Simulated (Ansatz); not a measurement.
A run of Ansatz (development build ahead of 0.2.0) on doublet C14H9 at this shape:

```xyz
23

C     0.0000    1.4000    0.0000
C     1.2124    0.7000    0.0000
C     1.2124   -0.7000    0.0000
C     0.0000   -1.4000    0.0000
C    -1.2124   -0.7000    0.0000
C    -1.2124    0.7000    0.0000
C     2.4249    1.4000    0.0000
C     3.6373    0.7000    0.0000
C     3.6373   -0.7000    0.0000
C     2.4249   -1.4000    0.0000
C     4.8497    1.4000    0.0000
C     6.0622    0.7000    0.0000
C     6.0622   -0.7000    0.0000
C     4.8497   -1.4000    0.0000
H     0.0000    2.4850    0.0000
H     0.0000   -2.4850    0.0000
H    -2.1521   -1.2425    0.0000
H     2.4249    2.4850    0.0000
H     2.4249   -2.4850    0.0000
H     4.8497    2.4850    0.0000
H     7.0018    1.2425    0.0000
H     7.0018   -1.2425    0.0000
H     4.8497   -2.4850    0.0000
```

Its results:

- Converged: yes
- Total energy: -534.98668 hartree
- Spin squared of the determinant: 2.730
- Stability test: minimum

(1) Which input gives this output? Name the method, the orbitals and the basis set, and write the input.

Answers

(1) UHF in def2-SVP.

```yaml
crystal:
  periodic: [false, false, false]
  atoms:
    - { symbol: C, position_ang: [0.0, 1.4, 0.0] }
    - { symbol: C, position_ang: [1.21244, 0.7, 0.0] }
    - { symbol: C, position_ang: [1.21244, -0.7, 0.0] }
    - { symbol: C, position_ang: [0.0, -1.4, 0.0] }
    - { symbol: C, position_ang: [-1.21244, -0.7, 0.0] }
    - { symbol: C, position_ang: [-1.21244, 0.7, 0.0] }
    - { symbol: C, position_ang: [2.42487, 1.4, 0.0] }
    - { symbol: C, position_ang: [3.63731, 0.7, 0.0] }
    - { symbol: C, position_ang: [3.63731, -0.7, 0.0] }
    - { symbol: C, position_ang: [2.42487, -1.4, 0.0] }
    - { symbol: C, position_ang: [4.84974, 1.4, 0.0] }
    - { symbol: C, position_ang: [6.06218, 0.7, 0.0] }
    - { symbol: C, position_ang: [6.06218, -0.7, 0.0] }
    - { symbol: C, position_ang: [4.84974, -1.4, 0.0] }
    - { symbol: H, position_ang: [0.0, 2.485, 0.0] }
    - { symbol: H, position_ang: [0.0, -2.485, 0.0] }
    - { symbol: H, position_ang: [-2.15207, -1.2425, 0.0] }
    - { symbol: H, position_ang: [2.42487, 2.485, 0.0] }
    - { symbol: H, position_ang: [2.42487, -2.485, 0.0] }
    - { symbol: H, position_ang: [4.84974, 2.485, 0.0] }
    - { symbol: H, position_ang: [7.00182, 1.2425, 0.0] }
    - { symbol: H, position_ang: [7.00182, -1.2425, 0.0] }
    - { symbol: H, position_ang: [4.84974, -2.485, 0.0] }
basis:
  gaussian: { orbitals: def2-SVP }
magnetization:
  spin_polarized: true
  initial_magnetization: 1
hamiltonian:
  xc: hf
```

Caution: the unrestricted determinant is a mixture of spin states.
